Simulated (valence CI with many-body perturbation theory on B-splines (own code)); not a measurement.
Values are calculated unless marked as measured or tabulated.
Hyperfine factors and g values of Bi⁷⁷⁺

Level of theory: configuration interaction combined with many-body perturbation theory (CI+MBPT): four valence electrons over a frozen Dirac-Fock core [He], a basis of 11 s, 11 p, 9 d, 7 f, 5 g, 2 h, 1 i functions for each j, with the one-electron correlation potential Σ1, the two-electron term Σ2, the three-electron term Σ3, Breit, model QED; selected CI, second order for the rest (own B-spline code, finite nucleus).

No measured spectrum was set against this ion. As an estimate, large intervals hold to a few tenths of a per cent, small ones and those within an open d or f shell to about a per cent. Among the levels kept, up to 280 cm⁻¹ of a level comes from second order outside the variational space, and about a tenth of that is noise between levels of different J, which matters for small intervals.

A/g_I is the dipole constant over the nuclear g factor μ/I (μ in nuclear magnetons, uniformly magnetised nucleus), B/Q the quadrupole constant per barn. Both hold the static response of the core; the bare values leave it out. Large factors of s and p1/2 electrons are usually good to 5 to 10 %; those of open d and f shells near neutrality can be off by tens of per cent, and small factors of p3/2, d and f electrons come from cancelling terms and can be off by a factor of two or in sign, in half-filled shells by more. B is blank for J = 1/2, where it vanishes, and for nearly pure S terms. Energies count from the lowest level. Levels with J = 0 are left out.

Levels are named by their leading jj configuration (3d3/2^4 stands for four electrons in 3d with j = 3/2), which in mixed levels can hold well under half, so a name can repeat and another be missing. Letters in brackets count levels of one name in rising energy.

```
                     Level  E (Ry)      g  A/g_I (MHz)  A/g_I bare  B/Q (MHz/b)  B/Q bare
    (2s^2 2p1/2 2p3/2) J=1   177.9  1.460     -1830000    -1790000      1240000   1240000
    (2s^2 2p1/2 2p3/2) J=2   179.3  1.120      4290000     4290000      2390000   2390000
    (2s 2p1/2^2 2p3/2) J=2   205.0  1.470     1.09e+07    1.08e+07      2420000   2420000
    (2s 2p1/2^2 2p3/2) J=1   212.5  1.110     -8510000    -8360000      1350000   1350000
        (2s^2 2p3/2^2) J=2   359.7  1.283      1240000     1260000        91000     91100
(2s 2p1/2 2p3/2^2) J=2 [a]   380.5  1.538      7590000     7550000       270000    270000
    (2s 2p1/2 2p3/2^2) J=3   383.9  1.282      9770000     9710000        -7080     -7120
(2s 2p1/2 2p3/2^2) J=1 [a]   391.7  1.293    -1.08e+07   -1.06e+07      -560000   -560000
(2s 2p1/2 2p3/2^2) J=2 [b]   392.2  1.033      -895000     -823000      -188000   -188000
(2s 2p1/2 2p3/2^2) J=1 [b]   392.6  1.274     2.60e+07    2.58e+07       334000    335000
     (2p1/2^2 2p3/2^2) J=2   420.8  1.292      1160000     1220000        87700     87800
          (2s 2p3/2^3) J=2   567.5  1.432     1.10e+07    1.09e+07     -2520000  -2520000
          (2s 2p3/2^3) J=1   574.9  1.138     -8600000    -8440000     -1130000  -1130000
       (2p1/2 2p3/2^3) J=1   600.3  1.460     -1920000    -1830000     -1240000  -1240000
       (2p1/2 2p3/2^3) J=2   601.6  1.112      4270000     4290000     -2570000  -2570000
       (2s^2 2p1/2 3s) J=1  1007.6  1.289     1.26e+07    1.26e+07       -16900    -17000
    (2s^2 2p1/2 3p1/2) J=1  1015.2  0.621      8850000     8820000        -3960     -3970
       (2s 2p1/2^2 3s) J=1  1032.3  1.980     2.59e+07    2.57e+07         5510      5510
    (2s 2p1/2^2 3p1/2) J=1  1040.9  1.314     2.21e+07    2.19e+07        -7200     -7200
    (2s^2 2p1/2 3p3/2) J=2  1069.7  1.136      3660000     3660000       759000    759000
    (2s^2 2p1/2 3p3/2) J=1  1069.8  1.493     -2870000    -2840000       383000    383000
    (2s^2 2p1/2 3d3/2) J=2  1075.2  0.734      3560000     3550000       152000    153000
    (2s^2 2p1/2 3d3/2) J=1  1077.3  0.824     -3110000    -3090000        68800     69200
    (2s^2 2p1/2 3d5/2) J=2  1089.6  1.284     -1710000    -1710000       157000    158000
    (2s^2 2p1/2 3d5/2) J=3  1090.0  1.086      2330000     2320000       145000    146000
    (2s 2p1/2^2 3p3/2) J=2  1095.0  1.476      9890000     9800000       728000    729000
    (2s 2p1/2^2 3p3/2) J=1  1095.4  1.143     -9610000    -9500000       387000    387000
    (2s 2p1/2^2 3d3/2) J=1  1100.4  0.476     -9820000    -9720000        68400     68900
    (2s 2p1/2^2 3d3/2) J=2  1100.8  1.091     1.02e+07    1.01e+07       133000    134000
    (2s 2p1/2^2 3d5/2) J=3  1114.4  1.317      6790000     6730000       138000    139000
    (2s 2p1/2^2 3d5/2) J=2  1115.9  1.038     -6560000    -6490000       113000    114000
```

(1) Take the isotope of mass number 209, with I = 9/2, μ = 4.092 μN, leaving out the quadrupole term. What is the hyperfine structure of (2s 2p1/2^2 2p3/2) J=2?

Results:

(1) From the table A = 9920000 MHz. Shifts from the centre of gravity in MHz: F = 5/2: -1.09e+08, F = 7/2: -7.44e+07, F = 9/2: -2.98e+07, F = 11/2: 2.48e+07, F = 13/2: 8.93e+07.
